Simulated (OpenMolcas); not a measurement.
## Potential curves of SbC: spin-free states

Computed with OpenMolcas 26.06: state-averaged CASSCF(7,7) over Sb 5p, C 2s 2p, XMS-CASPT2 (IPEA 0.25, imaginary shift 0.2 hartree), scalar X2C, ANO-RCC-VTZP, then RASSI spin–orbit state interaction with atomic mean-field integrals. C2 symmetry about the axis (a holds Σ, Δ, Γ; b holds Π, Φ, H; Σ⁺ and Σ⁻ are not told apart); roots by multiplicity and irrep: 2a 7, 2b 8, 4a 6, 4b 2, 6a 1.

XMS-CASPT2 energies in eV from the lowest point. Curves are followed by energy order within each symmetry, so they are adiabatic and may change character at avoided crossings; Σ⁺ and Σ⁻ are counted together.

| R (Å) | (1)2Σ | (1)4Σ | (1)4Π | (1)4Δ | (1)6Σ | (2)4Σ | (2)4Δ |
| --- | --- | --- | --- | --- | --- | --- | --- |
| 1.631 | 1.531 | 4.684 | 6.981 | 5.451 | 7.998 | 6.107 | 9.569 |
| 1.726 | 0.523 | 3.196 | 5.099 | 3.981 | 5.996 | 4.643 | 7.577 |
| 1.812 | 0.103 | 2.391 | 3.981 | 3.183 | 4.779 | 3.854 | 6.361 |
| 1.897 | 0.000 | 1.935 | 3.258 | 2.731 | 3.961 | 3.408 | 5.536 |
| 2.220 | 0.921 | 1.853 | 2.412 | 2.646 | 2.878 | 3.293 | 4.407 |
| 2.390 | 1.668 | 2.234 | 2.507 | 3.025 | 2.899 | 3.631 | 4.393 |

Left out for impure symmetry, kinks or missing points, though low: (1)2Π, (2)2Σ, (2)2Π, (3)2Σ, (1)2Δ, (2)2Δ, (3)2Π, (1)2Φ. Only roots inside an energy window near the equilibrium distance were included, so the list of states is not complete; labels number the states computed. Each spin and symmetry block has orbitals of its own, averaged over its own roots, so gaps between blocks are less sure than gaps within one and near the minimum can be off by tenths of an eV, in bad cases by more. No Rydberg orbitals are active, so Rydberg states, and σ→σ* states whose orbital the CASSCF left unused, can be missing between those listed. CASPT2 splits the two components of degenerate states numerically, here by up to 148 cm⁻¹. No roots were computed in block 6b (none fell in the window or the block failed), so states of that kind are missing and can lie low or lowest. Points that failed a check (symmetry, reference weights, a jump) are left out.
